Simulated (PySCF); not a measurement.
## Telling isomers of C$_{5}$H$_{9}$FN$_{2}$Si apart by NMR

PySCF calculation with shielding tensors at PBE0/pcSseg-1 (GIAO) and coordinates at the GFN2-xTB level; one conformer, no solvent model, averaged over atoms made equivalent by symmetry, fast rotation or ring inversion, non-relativistic.

Shifts are taken against calculated references (same method and geometry level): $^{1}$H (σ = 31.72 ppm), $^{13}$C (σ = 186.93 ppm) vs TMS. Splittings of carbon signals by F and P are missing where no couplings were computed. Where no couplings were computed, multiplicities follow the n + 1 count of equivalent neighbours, and m marks all less simple cases (inequivalent or close neighbours, rings, F or P nearby). Shifts are as computed. Against solution values, carbons near 30 ppm lie about +3 ppm off and those near 130 ppm about +5 ppm. Of 1309 compounds with measured shifts, 239 miss one by over three times the rms of a fit or turn the order of signals round; such compounds aren't used in these exercises. OH and NH positions are gas-phase values without hydrogen bonding to other molecules.

(1) Tabulate the signals of `Cc1nn([SiH3])c(C)c1F`, `C[C@H](N[SiH3])/C(C#N)=C/F` and their relative energies.

(2) What is the quickest way to tell Cc1nn([SiH3])c(C)c1F from C[C@H](N[SiH3])/C(C#N)=C/F?

Answers

(1) 
| SMILES | carbon types | δC | δH | E rel. (kcal/mol) |
| --- | --- | --- | --- | --- |
| Cc1nn([SiH3])c(C)c1F | 3×C 2×CH3 | 158.6, 144.0, 134.3, 13.5, 10.2 | 5.16 (s, 3H), 2.43 (s, 3H), 2.42 (s, 3H) | 0.0 |
| C[C@H](N[SiH3])/C(C#N)=C/F | 2×C 2×CH 1×CH3 | 170.7, 118.9, 109.8, 55.0, 28.6 | 7.15 (m, 1H), 4.65 (s, 3H), 3.47 (q, 1H), 1.46 (d, 3H), -0.34 (br s, 1H) | 20.0 |

Energies are electronic energies at PBE0/pcSseg-1 on these geometries, without zero-point or thermal terms, each for the one conformer computed, which needn't be the lowest.

(2) Both give the same number of carbon signals, but DEPT or the intensities differ. The first has an aromatic carbon bearing fluorine (C) at 158.6 ppm, the second an alkene CH at 170.7 ppm. In the proton spectra the most deshielded non-exchanging signals are 5.16 (s, 3H) and 7.15 (m, 1H).
